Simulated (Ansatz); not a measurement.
Stepwise reaction of `CC[SiH2]CC` with water, as a gas-phase model of exchange steps in deposition or etching. ΔE in kJ/mol.

Computed with Ansatz on PBE0-D4/def2-TZVP structures; ΔE is electronic, products minus reactants. CCSD(T)/CBS adds triple-zeta CCSD(T) − MP2 to the extrapolated MP2 energy (def2 sets, frozen cores). This one scheme is used for every species. DFT in def2-TZVPP. B3LYP here is the variant with VWN-RPA as its local correlation; programs differ in this. One conformer a species, not always the lowest.

```json
{"step": "1", "reaction": "`CC[SiH2]CC` + H₂O → `CC[SiH2]O` + `CC`", "PBE-D4": "-90.5", "B3LYP-D4": "-102.3", "ωB97M-V": "-99.9", "CCSD(T)/CBS": "-96.4"}
{"step": "2", "reaction": "`CC[SiH2]O` + H₂O → `O[SiH2]O` + `CC`", "PBE-D4": "-108.7", "B3LYP-D4": "-119.9", "ωB97M-V": "-118.0", "CCSD(T)/CBS": "-115.5"}
```

(1) By hand: ΔE of the 2 steps together at CCSD(T)/CBS.

## Answers

(1) (-96.4) + (-115.5) = -211.9 kJ/mol, or -106.0 kJ/mol a step.

In ΔE each step is lower than the one before. All are downhill at CCSD(T)/CBS. PBE-D4 differs from CCSD(T)/CBS by 5.9 to 6.8 kJ/mol a step. Only this route is followed, and other bonds may react first. Isolated molecules leave out the surface, adducts and barriers. Largest T1 diagnostic: 0.011.
